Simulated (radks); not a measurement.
Results of a calculation; reference values are marked as such.
Question: Successive ionisation energies (eV) of one element, from differences of total energies of ions in their ground configurations, starting at charge 0: 6.379, 9.713, 20.950, 38.253, 65.738, 79.127, 92.971, 107.22, 126.27, 141.68, 177.14, 193.82. Code: a radial shooting solver on a logarithmic mesh with Libxc functionals. Model: Dirac Kohn-Sham, LDA (Slater exchange, Perdew-Wang correlation), spin-unpolarised, spherical densities, finite nucleus; open shells fill j = l - 1/2 first; Fermi nuclear charge, rms radius 4.8771 fm. Which element is it?

Answer: Cerium (Z = 58). The first species listed is Ce in [Xe] 4f1 5d1 6s2, the last Ce11+ in [Kr] 4d10 5s1.
